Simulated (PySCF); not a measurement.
sulfur atom (S), triplet. Base run: HF/6-31G** run with PySCF.

PySCF was given this input:
```python
from pyscf import gto, scf

mol = gto.M(
    atom='''
S     0.000000    0.000000    0.000000
''',
    basis='6-31g**',
    charge=0,
    spin=2,
    verbose=4,
)

mf = scf.UHF(mol)
mf.kernel()
```

Each row names what was changed in the base input (with any setting that the change needs).

```json
[
 {"change": "base", "ΔE vs base (mEh)": "0.000", "SCF cycles": "8", "<S^2>": "2.006"},
 {"change": "conv_tol = 1e-4", "ΔE vs base (mEh)": "0.001", "SCF cycles": "4", "<S^2>": "2.006"},
 {"change": "conv_tol = 1e-7", "ΔE vs base (mEh)": "0.000", "SCF cycles": "7", "<S^2>": "2.006"},
 {"change": "solver = newton; init_guess = 1e", "ΔE vs base (mEh)": "0.000", "SCF cycles": "-", "<S^2>": "2.006"},
 {"change": "level_shift = 0.3 (with mf.max_cycle = 100)", "ΔE vs base (mEh)": "0.000", "SCF cycles": "10", "<S^2>": "2.006"},
 {"change": "init_guess = huckel", "ΔE vs base (mEh)": "0.000", "SCF cycles": "7", "<S^2>": "2.006"},
 {"change": "diis_space = 20", "ΔE vs base (mEh)": "0.000", "SCF cycles": "8", "<S^2>": "2.006"},
 {"change": "diis_space = 12", "ΔE vs base (mEh)": "0.000", "SCF cycles": "8", "<S^2>": "2.006"},
 {"change": "diis_space = 4", "ΔE vs base (mEh)": "0.000", "SCF cycles": "8", "<S^2>": "2.006"},
 {"change": "conv_tol = 1e-12", "ΔE vs base (mEh)": "0.000", "SCF cycles": "10", "<S^2>": "2.006"},
 {"change": "init_guess = 1e", "ΔE vs base (mEh)": "0.000", "SCF cycles": "8", "<S^2>": "2.006"},
 {"change": "conv_tol_grad = 1e-7", "ΔE vs base (mEh)": "0.000", "SCF cycles": "10", "<S^2>": "2.006"},
 {"change": "diis_space = 2", "ΔE vs base (mEh)": "0.000", "SCF cycles": "9", "<S^2>": "2.006"}
]
```

Open shells are given as the SCF converged; they aren't shown to be the lowest states, and a large step between rows can be another state.
